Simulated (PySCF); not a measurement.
Computed shifts of a molecule C₅H₁₀, PBE/pcSseg-1 in PySCF, GIAO, gas phase, equivalent atoms averaged, in ppm (number of nuclei): ¹³C: 148.7 (1), 123.1 (1), 44.2 (1), 31.7 (1), 16.8 (1). ¹H: 6.66 (1), 5.56 (2), 2.41 (2), 1.94 (1), 1.62 (1), 1.33 (3). References: ¹³C against TMS (σ = 182.0 ppm); ¹H against TMS (σ = 31.49 ppm), references at their B3LYP-D3(BJ)/def2-TZVP geometries, non-relativistic. Geometry: B3LYP-D3(BJ)/def2-SVP. One conformer was computed; it need not be the lowest.

Task: Pick the molecule that these values belong to.
A. C=CC(C)C
B. C=C(C)CC
C. CC1CCC1
D. C=CCCC

Result: D, C=CCCC
